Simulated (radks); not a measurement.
Values are calculated unless marked as measured or tabulated.
The oxygen anion O-, [He] 2s2 2p5, held by a Watson sphere: a shell of charge +1 at radius R that stands for the Madelung well of a crystal (potential energy -1/R inside, -1/r outside, in hartree with lengths in bohr). Code: a radial shooting solver on a logarithmic mesh with Libxc functionals. Model: non-relativistic Kohn-Sham, LDA (Slater exchange, Perdew-Wang correlation), spin-polarised, spherical densities, point nucleus; open shells are filled with parallel spins first. Response by self-consistent Sternheimer equations with the Hartree and adiabatic LDA kernel. The sphere does not respond.

R (bohr)  e(2s down) (eV)  e(2p up) (eV)  e(2p down) (eV)  <r> 2p (bohr)  sum of <r^2> (bohr^2)  X-ray form factor at sin(theta)/lambda = 0.3 1/angstrom  alpha (bohr^3)
1.6               -22.887         -9.726           -8.453          1.365                  15.32                                                    4.205           8.077
1.7               -22.562         -9.463           -8.201          1.380                  15.64                                                    4.180           8.577
1.81              -22.215         -9.177           -7.925          1.397                  15.97                                                    4.157           9.155
2.63              -20.072         -7.286           -6.069          1.497                  18.05                                                    4.082           14.30
2.75              -19.819         -7.050           -5.835          1.508                  18.29                                                    4.078           15.16
3.06              -19.227         -6.490           -5.276          1.537                  18.89                                                    4.073           17.50
3.23              -18.935         -6.210           -4.996          1.551                  19.18                                                    4.071           18.84
3.33              -18.773         -6.053           -4.839          1.558                  19.35                                                    4.070           19.65
